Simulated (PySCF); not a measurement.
C3H3BF2, SMILES C#CB(F)CF. Geometry optimised at B3LYP-D3(BJ)/def2-SVP. This is a generated structure with no PubChem entry under its InChIKey; it may be hypothetical. Other conformers were not sampled.

Computed equilibrium geometry at B3LYP-D3(BJ)/def2-SVP (PySCF confirms it by a frequency run) as Cartesian coordinates in Å, and its point group (one conformer of several):
point group Cs.
```xyz
9

C      0.8657    -2.3143     0.0000
C      0.1966    -1.2972     0.0000
B     -0.6040     0.0001     0.0000
F     -1.9358    -0.0454     0.0000
C      0.0531     1.4328     0.0000
F      1.4340     1.4106     0.0000
H      1.4555    -3.2132     0.0000
H     -0.3062     1.9988     0.8837
H     -0.3062     1.9988    -0.8837
```
